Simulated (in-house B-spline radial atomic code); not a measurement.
Whole-atom quantities along the 11-electron series, configuration [Ne] 3s1. Computed with a B-spline radial code for spherical atoms: non-relativistic Hartree-Fock, average of the configuration, point nuclei.

This level leaves out relativity, spin-orbit splitting included, which matters for heavy ions.

```tsv
ion	Z	E/Z² (Eh)	Σ<r²> (bohr²)	n(0)/Z³ (bohr⁻³)	Lamb diamagnetic shielding (ppm)	repulsion over attraction
Xe43+	54	-1.8834	0.19816	0.70224	3769.51	0.042169
Cs44+	55	-1.8864	0.1903	0.70269	3842.49	0.041426
Ba45+	56	?	?	?	?	?
La46+	57	-1.8921	0.17593	0.70353	3988.44	0.040016
Ce47+	58	-1.8949	0.16935	0.70393	4061.41	0.039346
Pr48+	59	-1.8975	0.16313	0.70432	4134.39	0.038698
Nd49+	60	-1.9	0.15725	0.7047	4207.36	0.038071
Pm50+	61	?	?	?	?	?
Sm51+	62	-1.9049	0.1464	0.70542	4353.32	0.036876
Eu52+	63	-1.9072	0.1414	0.70576	4426.29	0.036306
Gd53+	64	-1.9095	0.13664	0.70609	4499.27	0.035754
Tb54+	65	-1.9116	0.13212	0.70641	4572.24	0.035218
Dy55+	66	-1.9138	0.12783	0.70673	4645.22	0.034697
Ho56+	67	?	?	?	?	?
Er57+	68	-1.9178	0.11984	0.70733	4791.17	0.033701
Tm58+	69	-1.9197	0.11612	0.70762	4864.14	0.033225
```

Q: Fill in the row of Ba45+.

A: E/Z² (Eh): -1.8893; Σ<r²> (bohr²): 0.18291; n(0)/Z³ (bohr⁻³): 0.70312; Lamb diamagnetic shielding (ppm): 3915.46; repulsion over attraction: 0.040709.

Q: Fill in the row of Pm50+.

A: E/Z² (Eh): -1.9025; Σ<r²> (bohr²): 0.15168; n(0)/Z³ (bohr⁻³): 0.70506; Lamb diamagnetic shielding (ppm): 4280.34; repulsion over attraction: 0.037464.

Q: Fill in the row of Ho56+.

A: E/Z² (Eh): -1.9158; Σ<r²> (bohr²): 0.12374; n(0)/Z³ (bohr⁻³): 0.70703; Lamb diamagnetic shielding (ppm): 4718.19; repulsion over attraction: 0.034192.

Q: With what power of Z does the column «Σ<r²> (bohr²)» change over this range?

A: A fit of the logarithm of its size against log Z from Z = 54 to 69 has slope -2.18. Unscreened non-relativistic hydrogenic orbitals would give -2.
